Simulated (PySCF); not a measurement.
# AsI: energy against distance

Set-up: PySCF, scalar-relativistic core potentials, basis sets As cc-pVDZ-PP with ECP10, I cc-pVDZ-PP with ECP28. Energies in eV from As + I in their ground configurations at the same level. State: ³Σ⁻ (triplet), unpaired electrons π ↑↑.

| R (Å) | UHF | PW91 | r²SCAN0 |
| --- | --- | --- | --- |
| 2.166 | 0.5019 | -1.415 | -1.176 |
| 2.266 | -0.2123 | -2.079 | -1.800 |
| 2.367 | -0.6146 | -2.440 | -2.124 |
| 2.442 | -0.7708 | -2.572 | -2.229 |
| 2.518 | -0.8356 | -2.616 | -2.248 |
| 2.594 | -0.8329 | -2.595 | -2.204 |
| 2.694 | -0.7561 | -2.497 | -2.076 |
| 2.820 | -0.6002 | -2.301 | -1.846 |
| 2.971 | -0.4209 | -2.011 | -1.521 |
| 3.173 | -0.2581 | -1.600 | -1.094 |

Put a parabola through the three lowest points of the UHF curve and estimate Re, k and ωe (reduced mass 47.11 u; 1 eV/Å² = 0.16022 mdyn/Å; ωe = 1302.8·√(k/μ) cm⁻¹).

Through R = 2.442, 2.518, 2.594 Å the second-order coefficient is 5.84 eV/Å², so Re ≈ 2.553 Å, k ≈ 1.87 mdyn/Å and ωe ≈ 260 cm⁻¹. A polynomial fit of higher order to the unrounded UHF energies gives Re = 2.551 Å, k = 1.65 mdyn/Å, ωe = 244 cm⁻¹; anharmonicity and rounding make the difference.

The higher-order fit for each curve: UHF: Re = 2.551 Å, ωe = 244 cm⁻¹, De = 0.84 eV; PW91: Re = 2.528 Å, ωe = 249 cm⁻¹, De = 2.62 eV; r²SCAN0: Re = 2.500 Å, ωe = 262 cm⁻¹, De = 2.25 eV.

⟨S²⟩ of the unrestricted solution departs from its pure value on part of the curve, where spin states mix. These are scalar-relativistic numbers at best; spin–orbit coupling would shift them, the dissociation energy most. The state was picked by a PBE0 search and need not be the measured ground state.
